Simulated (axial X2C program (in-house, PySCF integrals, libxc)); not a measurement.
Spectroscopic constants of CrSn

Calculated with an axial X2C code built on PySCF integrals. Spin-free means the one-electron spin-free X2C Hamiltonian; two-component (2c) means X2C with spin–orbit coupling and atomic mean-field two-electron Coulomb and Gaunt terms, so the difference of the two also holds small scalar two-electron terms. Basis: Sn dyall-cv3z [11s12p9d4f1g], Cr dyall-cv3z [9s10p6d3f2g] (cores contracted in-house); Gaussian nuclei, density fitting, unrestricted open shells. Masses: Sn 119.902 u, Cr 51.941 u.

Input file and command:
```json
{
 "zs": [
  50,
  24
 ],
 "q": 0,
 "bas": [
  "dyall-cv3z",
  "dyall-cv3z"
 ],
 "levels": [
  "PBE0",
  "HF",
  "M06"
 ],
 "cc": true,
 "r0": 2.62,
 "thr": -1.0,
 "nmax": 90,
 "npts": 10,
 "nst": 2,
 "ntry": 6
}
```
```bash
python so2c.py task.json out
```

Keys: zs atomic numbers; q charge; bas basis sets; levels methods; cc coupled cluster on or off; r0 starting distance in Å; thr threshold in hartree for freezing inner shells (an s shell follows its p shell); nmax most natural virtual spinors; npts points on the curve; nst determinants followed; ntry starts of the search. HF also brings MP2.

State, spin-free: M_S = 2, Λ = 1 (beyond evenly filled blocks: σα, π+α, π+β, π-α, δ+α, δ-α); electrons by block: σα: 17, σβ: 16, π+α: 8, π+β: 8, π-α: 8, π-β: 7, δ+α: 3, δ+β: 2, δ-α: 3, δ-β: 2. Fragments: Sn + Cr.

State, 2c: Ω = 3 (⟨Sz⟩ = 2.03, ⟨Lz⟩ = 0.97 at PBE0); electrons by block: 1/2: 25, -1/2: 24, 3/2: 10, -3/2: 10, 5/2: 3, -5/2: 2. Fragments: Sn + Cr.

```tsv
Hamiltonian	level	Re (Å)	ωe (cm⁻¹)	Be (cm⁻¹)	De (eV)	μ (D)
spin-free	PBE0	2.708	181.8	0.06343	1.20	2.37
spin-free	CCSD	2.756	175.2	0.06126	0.957	n/a
spin-free	CCSD(T)	2.722	184.6	0.06277	1.08	n/a
spin-free	M06	2.647	208.1	0.06641	1.89	0.86
2c	PBE0	2.713	179.4	0.06318	n/a	2.30
2c	CCSD	2.757	173.7	0.06119	n/a	n/a
2c	CCSD(T)	2.727	183.3	0.06254	n/a	n/a
2c	M06	2.652	204.9	0.06613	n/a	0.82
```

Correlated methods: 10 electrons correlated (number of frozen shells: Sn 4 s, 3 p, 2 d; Cr 3 s, 2 p), 324 virtual spin orbitals or spinors in MP2, 90 natural virtuals in coupled cluster.

Dipoles are positive if Cr is the positive end.

The state is one determinant whose occupation by symmetry is held fixed; it was picked as the lowest of a PBE0 search that is not exhaustive. De is counted from the lowest determinant-based energies of the atoms at the same level, without counterpoise correction. De is not given where an atomic determinant may have missed its ground term or J level, or where the truncated virtual space spoils (T). Density functionals use the spin component along the axis (collinear). CCSD and (T) use frozen natural virtuals with an MP2 correction for the truncation; (T) itself is uncorrected, so its De runs slightly low. Other states lie close and PBE0, whose exact exchange favours high spin, may order them wrongly; the determinant shown need not be the ground state. The nearest other spin-free determinant of the search, M_S = 3, Λ = 1, lies 0.17 eV up at the distance of the search. Without a current term, density functionals place determinants with orbital angular momentum somewhat too high. With several unpaired electrons one determinant need not be a pure state. Open-shell Ω = 0 determinants with evenly filled partner blocks cannot be reached by this program, so the Ω shown need not be the lowest component. The determinant is spin-polarised beyond a pure state at some levels (its spin-free form has ⟨S²⟩ too high), which makes Re and μ there less reliable. The T1 diagnostic is large, a sign of multireference character. With the outer-core shells frozen, correlated bond lengths of heavy atoms tend to come out a few hundredths of an ångström too long.

No reliable constants came from HF (2c), HF (spin-free), MP2 (2c), MP2 (spin-free): no minimum in range, unconverged points, a curve that is not smooth, a change of character along it, or the two Hamiltonians disagreeing along it.

Rough cost a point (2c) on 1 thread(s) of a shared host, integrals apart: PBE0 1.9 s, CCSD(T) 7 s, M06 3 s.

The whole task took 4.6 min on 1 thread of Arm Neoverse V1 (shared host).
